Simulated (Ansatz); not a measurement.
Total energies of `Cc1csc(-c2sc(-c3sccc3C)cc2C)c1` from Ansatz at PBE0-D4/def2-TZVP, gas phase (1 Eh = 27.2114 eV = 2625.5 kJ/mol). The reference geometry is relaxed at PBE-D4/def2-SVP.

```csv
state,geometry,energy (Eh)
charge 0 singlet,reference,-1773.77675
charge 1 doublet,reference,-1773.53523
charge -1 doublet,reference,-1773.79662
free C atom (triplet),–,-37.80537
free S atom (triplet),–,-397.97371
free H atom (doublet),–,-0.50104
```

Single mean-field runs in def2-TZVP are fitted with def2-universal-jkfit.

Problem. Work out the vertical ionisation energy to the doublet.

Solution. E(charge 1 doublet) − E(charge 0 singlet) = -1773.53523 − (-1773.77675) = 0.24152 Eh = 6.57 eV. For comparison, −ε of the highest occupied level is 5.30 eV at this level, 1.27 eV less.

Problem. Work out the vertical electron affinity, to the doublet.

Solution. E(charge 0 singlet) − E(charge -1 doublet) = -1773.77675 − (-1773.79662) = 0.01987 Eh = 0.54 eV. The basis lacks diffuse functions, which makes affinities too small.

Problem. Give the fundamental gap IE − EA, the Mulliken electronegativity (IE + EA)/2 and the hardness (IE − EA)/2.

Solution. From the values in Eh: IE − EA = 0.24152 − 0.01987 = 0.22165 Eh = 6.03 eV; (IE + EA)/2 = 3.56 eV; (IE − EA)/2 = 3.02 eV. The HOMO–LUMO gap of the same run is 3.59 eV, 2.44 eV smaller than the fundamental gap.

Problem. What is the binding energy per atom against free atoms?

Solution. Atoms: 15 × (-37.80537) + 3 × (-397.97371) + 14 × (-0.50104) = -1768.01624 Eh. Binding: -1768.01624 − (-1773.77675) = 5.76051 Eh = 156.75 eV, or 4.90 eV for each of 32 atoms (no zero-point energy, no counterpoise term).

At PBE0-D4/def2-TZVP the highest occupied level of the charge -1 doublet lies above zero (up to 0.72 eV). By energy differences its removal costs 0.54 eV (vertical, to the charge 0 singlet, at PBE0-D4/def2-TZVP); self-interaction error and the lack of diffuse functions both raise the level.
